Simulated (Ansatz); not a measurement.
System: C4H8O, net charge 0, singlet state. SMILES: CCCC=O
Geometry: optimised at B3LYP-D3(BJ)/def2-TZVP (Ansatz, a quantum-chemistry and plane-wave program).

Cost and error of B3LYP with Ansatz in habitual basis sets for the enthalpy of formation at 298 K (kcal/mol). Set-up: six Cartesian d functions in 6-31G* and its kin unless marked 5d; non-relativistic; 6-311+G** with 5d; LANL2DZ all-electron up to Ne; no dispersion term unless named; UHF or UKS for open shells; no spin-orbit coupling. Ab initio and DFT rows: single points at B3LYP-D3(BJ) geometries (Ansatz), with unscaled harmonic terms from B3LYP/6-31G* (Ansatz) at its own minima, enthalpies of formation by atomisation with measured atoms. Costs are core time of energy and forces over that of the cheapest set, on one shared machine, to one figure and rough; under a factor of 2 they don't order.

Measured values: CRC Handbook, as tabulated in the package chemicals; they hold spin-orbit and core effects, anharmonicity and other conformers. 

Value to compare with: -48.9 kcal/mol.

| level | relative cost | enthalpy of formation at 298 K (kcal/mol) | error |
|---|---|---|---|
| B3LYP/STO-3G | 1× | -238.7 | -189.8 |
| B3LYP/3-21G | 1× | -20.4 | 28.5 |
| B3LYP/LANL2DZ | 2× | 4.7 | 53.6 |
| B3LYP/6-31G | 2× | -9.0 | 39.9 |
| B3LYP/cc-pVDZ | 2× | -25.9 | 23.0 |
| B3LYP/6-31G* | 2× | -44.2 | 4.7 |
| B3LYP/6-31G** | 3× | -51.2 | -2.3 |
| B3LYP/def2-SVP | 3× | -51.0 | -2.1 |
| B3LYP/6-31+G* | 3× | -33.8 | 15.1 |
| B3LYP/6-311+G** | 4× | -34.4 | 14.5 |

The dearest set gives 14.5 kcal/mol. A small set can land close by cancelling terms.
